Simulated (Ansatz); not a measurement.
Calculated with Ansatz (gas phase, PBE0-D4/def2-TZVP geometries, no zero-point term in ΔE). CBS: MP2 limit from def2 TZ/QZ plus the TZ coupled-cluster correction, frozen cores. Functionals use def2-TZVPP. B3LYP here is the variant with VWN-RPA as its local correlation; programs differ in this. Elements past krypton have def2 core potentials. For I outer-core shells are correlated without core-valence functions, which leaves a few kJ/mol of doubt a bond. Each species was taken in one conformer, which may not be the lowest.

`F[SiH](Cl)S[SiH2]Cl` + `CCI` → `F[SiH](Cl)I` + `CCS[SiH2]Cl`  (formal exchange of groups at the Si–S bond)

| level | ΔE (kJ/mol) | difference from CCSD(T)/CBS |
| --- | --- | --- |
| r2SCAN-D4 | -9.9 | -1.7 |
| PBE0-D4 | -12.0 | -3.8 |
| PBE | -12.6 | -4.4 |
| r2SCAN | -10.3 | -2.1 |
| PBE0 | -13.7 | -5.5 |
| B3LYP | -10.6 | -2.4 |
| CCSD/def2-TZVPP | -7.0 | 1.2 |
| HF/CBS(def2) | -13.0 | -4.8 |
| MP2/CBS(def2) | -9.6 | -1.4 |
| CCSD/CBS(def2) | -9.4 | -1.2 |
| CCSD(T)/CBS | -8.2 | 0 |

Largest T1 diagnostic among the species: 0.011.

In def2-TZVPP, CCSD(T) changes the Hartree–Fock value by +6.5 kJ/mol (the triples alone add +1.2 kJ/mol) and MP2 by +5.1 kJ/mol.
